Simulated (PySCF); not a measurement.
SMILES c1ccc(-c2ccccc2F)cc1 (C12H9F), GFN2-xTB optimised geometry.

```
22

F     -1.90    -0.61    -0.03
C     -1.23     0.56     0.00
C     -1.97     1.73     0.00
C     -1.32     2.94     0.01
C      0.07     2.98     0.01
C      0.79     1.80     0.00
C      0.16     0.56     0.00
C      0.95    -0.69    -0.01
C      0.62    -1.74     0.84
C      1.38    -2.90     0.83
C      2.46    -3.02    -0.02
C      2.79    -1.97    -0.87
C      2.04    -0.81    -0.86
H     -3.05     1.66    -0.01
H     -1.89     3.86     0.01
H      0.58     3.93     0.01
H      1.87     1.83     0.01
H     -0.21    -1.65     1.52
H      1.12    -3.71     1.50
H      3.05    -3.93    -0.03
H      3.63    -2.07    -1.54
H      2.28    -0.01    -1.54
```

Density from PBE/def2-SVP in PySCF 2.14.0 at that geometry.

Minimum of the electron density along straight lines between bonded atoms, close to the bond critical point (lines longer than 1.1 times the sum of covalent radii, or with two minima, are not listed):

```json
[
 {"bond": "F1–C2", "length / Å": "1.352", "ρ at the minimum / e bohr⁻³": "0.252", "∇²ρ there / e bohr⁻⁵": "___", "position (fraction from the first atom)": "0.66"},
 {"bond": "C2–C3", "length / Å": "1.382", "ρ at the minimum / e bohr⁻³": "0.314", "∇²ρ there / e bohr⁻⁵": "-0.80", "position (fraction from the first atom)": "0.52"},
 {"bond": "C3–C4", "length / Å": "1.383", "ρ at the minimum / e bohr⁻³": "0.308", "∇²ρ there / e bohr⁻⁵": "-0.76", "position (fraction from the first atom)": "0.50"},
 {"bond": "C4–C5", "length / Å": "1.385", "ρ at the minimum / e bohr⁻³": "0.309", "∇²ρ there / e bohr⁻⁵": "-0.76", "position (fraction from the first atom)": "0.50"},
 {"bond": "C5–C6", "length / Å": "1.382", "ρ at the minimum / e bohr⁻³": "0.310", "∇²ρ there / e bohr⁻⁵": "-0.77", "position (fraction from the first atom)": "0.50"},
 {"bond": "C2–C7", "length / Å": "1.393", "ρ at the minimum / e bohr⁻³": "0.307", "∇²ρ there / e bohr⁻⁵": "-0.76", "position (fraction from the first atom)": "0.52"},
 {"bond": "C6–C7", "length / Å": "1.394", "ρ at the minimum / e bohr⁻³": "0.303", "∇²ρ there / e bohr⁻⁵": "-0.73", "position (fraction from the first atom)": "0.50"},
 {"bond": "C7–C8", "length / Å": "1.472", "ρ at the minimum / e bohr⁻³": "0.265", "∇²ρ there / e bohr⁻⁵": "-0.61", "position (fraction from the first atom)": "0.51"},
 {"bond": "C8–C9", "length / Å": "1.392", "ρ at the minimum / e bohr⁻³": "0.305", "∇²ρ there / e bohr⁻⁵": "-0.74", "position (fraction from the first atom)": "0.50"},
 {"bond": "C9–C10", "length / Å": "1.383", "ρ at the minimum / e bohr⁻³": "0.310", "∇²ρ there / e bohr⁻⁵": "-0.77", "position (fraction from the first atom)": "0.50"},
 {"bond": "C10–C11", "length / Å": "1.385", "ρ at the minimum / e bohr⁻³": "0.309", "∇²ρ there / e bohr⁻⁵": "-0.77", "position (fraction from the first atom)": "0.50"},
 {"bond": "C11–C12", "length / Å": "1.385", "ρ at the minimum / e bohr⁻³": "0.309", "∇²ρ there / e bohr⁻⁵": "-0.76", "position (fraction from the first atom)": "0.50"},
 {"bond": "C8–C13", "length / Å": "1.393", "ρ at the minimum / e bohr⁻³": "0.304", "∇²ρ there / e bohr⁻⁵": "-0.74", "position (fraction from the first atom)": "0.50"},
 {"bond": "C12–C13", "length / Å": "1.382", "ρ at the minimum / e bohr⁻³": "0.310", "∇²ρ there / e bohr⁻⁵": "-0.77", "position (fraction from the first atom)": "0.50"},
 {"bond": "C3–H14", "length / Å": "1.079", "ρ at the minimum / e bohr⁻³": "0.280", "∇²ρ there / e bohr⁻⁵": "-1.05", "position (fraction from the first atom)": "0.64"},
 {"bond": "C4–H15", "length / Å": "1.079", "ρ at the minimum / e bohr⁻³": "0.282", "∇²ρ there / e bohr⁻⁵": "-1.06", "position (fraction from the first atom)": "0.63"},
 {"bond": "C5–H16", "length / Å": "1.080", "ρ at the minimum / e bohr⁻³": "0.281", "∇²ρ there / e bohr⁻⁵": "-1.05", "position (fraction from the first atom)": "0.63"},
 {"bond": "C6–H17", "length / Å": "1.080", "ρ at the minimum / e bohr⁻³": "0.282", "∇²ρ there / e bohr⁻⁵": "-1.06", "position (fraction from the first atom)": "0.63"},
 {"bond": "C9–H18", "length / Å": "1.080", "ρ at the minimum / e bohr⁻³": "0.283", "∇²ρ there / e bohr⁻⁵": "-1.07", "position (fraction from the first atom)": "0.63"},
 {"bond": "C10–H19", "length / Å": "1.080", "ρ at the minimum / e bohr⁻³": "0.281", "∇²ρ there / e bohr⁻⁵": "-1.05", "position (fraction from the first atom)": "0.63"},
 {"bond": "C11–H20", "length / Å": "1.080", "ρ at the minimum / e bohr⁻³": "0.281", "∇²ρ there / e bohr⁻⁵": "-1.05", "position (fraction from the first atom)": "0.63"},
 {"bond": "C12–H21", "length / Å": "1.080", "ρ at the minimum / e bohr⁻³": "0.281", "∇²ρ there / e bohr⁻⁵": "-1.05", "position (fraction from the first atom)": "0.63"},
 {"bond": "C13–H22", "length / Å": "1.081", "ρ at the minimum / e bohr⁻³": "0.281", "∇²ρ there / e bohr⁻⁵": "-1.05", "position (fraction from the first atom)": "0.63"}
]
```

**Question.** Complete the blanks.

**Answer.** 
- F1–C2, ∇²ρ there / e bohr⁻⁵: 0.07
